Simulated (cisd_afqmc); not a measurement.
Input (AFQMC/CISD/cc-pV(T+d)Z; cisd_afqmc is a phaseless AFQMC code with CISD trial states that reads the integrals written by Ansatz): A basis named .json is the Basis Set Exchange file of that set.

Ansatz 0.2 input:
```python
import cisd_afqmc

open("ham.yaml", "w").write("""\
crystal:
  periodic: [false, false, false]
  atoms:
    - {symbol: F, position_ang: [-0.92925186, 1.15465576, -0.28867094]}
    - {symbol: C, position_ang: [-0.47716006, 0.04464233, 0.31775044]}
    - {symbol: F, position_ang: [-1.09408911, -1.01463247, -0.23142999]}
    - {symbol: Cl, position_ang: [1.28023052, -0.09512174, 0.08181567]}
    - {symbol: H, position_ang: [-0.69088967, 0.08900590, 1.38353929]}
basis:
  gaussian:
    orbitals: cc-pV_T+d_Z.json
magnetization: {spin_polarized: false}
correlation: {method: ccsd, electrons: outside_noble_gas, hamiltonian_folder: ham}
""")
rep = cisd_afqmc.ansatz("ham.yaml")
e_ccsd = rep["correlation"]["coupled_cluster"]["energy"]["hartree"]
out = cisd_afqmc.run("ham", e_ccsd, trial="CISD", walkers=1000, populations=1, threads=12, dt=0.005, steps=40, early=24, settle=10, least=100,
    cut=5e-5, rank_cut=2e-4, target=0.0004, seconds=1500, seed=4, memory=62639, gpu=True)
```

Output:

```
orbitals 135, occupied [13], factors 786 of 874, rank of the doubles 574 of 1586
E(HF) = -696.932053
E(CCSD) on the cut factors = -697.806234, shift to the whole factors -0.000011
Energy of the trial state on the determinant = -697.806225
  tau behind 7.2 of longer steps, mean of the populations' last blocks
   2.0  -697.83951
   4.0  -697.83989
   6.0  -697.84199
   8.0  -697.83955
  10.0  -697.83810
  12.0  -697.83987
  14.0  -697.84036
  16.0  -697.83930
  18.0  -697.83893
  20.0  -697.84112
  22.0  -697.83971
blocks 104 (0 outliers left out), error by blocks joined: 1: 0.00030, 2: 0.00035, 4: 0.00039, 8: 0.00028
E(AFQMC/CISD) = -697.83983 +/- 0.00039
```
